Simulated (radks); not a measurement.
Neutral aluminium inside a hard spherical wall (all orbitals vanish at R), configuration held at [Ne] 3s2 3p1 and not refilled when levels cross. Calculated with a radial shooting solver on a logarithmic mesh with Libxc functionals: non-relativistic Kohn-Sham, PBE, spin-polarised, spherical densities, point nucleus; open shells are filled with parallel spins first. Eigenvalues in eV for spin up, with the zero of energy where the potential of the charges vanishes at infinity; a dash marks a level that is unbound or too diffuse for the functional's potential to be trusted. A positive occupied level is held by the wall or, in an anion where self-interaction has pushed it up, behind a barrier. The pressure on the wall is -dE/dV.

\begin{tabular}{lrrrrrrrrr}
R (bohr) & E (hartree) & kinetic (hartree) & e(2s) & e(2p) & e(3s) & e(3p) & e(4s, empty) & e(4p, empty) & pressure (GPa) \\ \hline
free & -242.23204 & 241.839 & -107.66 & -69.633 & -8.024 & -3.018 & - & - & 0 \\
20 & -242.23204 & 241.839 & -107.66 & -69.633 & -8.024 & -3.018 & -0.415 & 0.248 & < 0.0001 \\
15 & -242.23203 & 241.839 & -107.66 & -69.631 & -8.023 & -3.017 & -0.295 & 0.601 & < 0.0001 \\
8 & -242.22685 & 241.873 & -107.29 & -69.265 & -7.787 & -2.709 & 2.558 & 5.181 & 0.183 \\
7 & -242.21813 & 241.921 & -106.89 & -68.864 & -7.534 & -2.352 & 4.602 & 7.909 & 0.671 \\
4 & -241.85081 & 243.296 & -100.21 & -62.178 & -1.919 & 5.170 & 33.933 & 40.787 & 67.8 \\
3.5 & -241.52131 & 244.288 & -96.867 & -58.832 & 2.119 & 10.188 & 51.110 & 58.600 & 174 \\
3 & -240.85481 & 246.107 & -91.998 & -53.952 & 9.705 & 19.156 & 80.298 & 87.907 & 492 \\
2 & -235.75550 & 258.593 & -71.673 & -33.052 & 62.514 & 74.760 & 244.32 & 242.66 & 6820 \\
1.5 & -224.50293 & 284.451 & -42.522 & -1.761 & 168.58 & 174.38 & 515.42 & 483.92 & 41900 \\
\end{tabular}
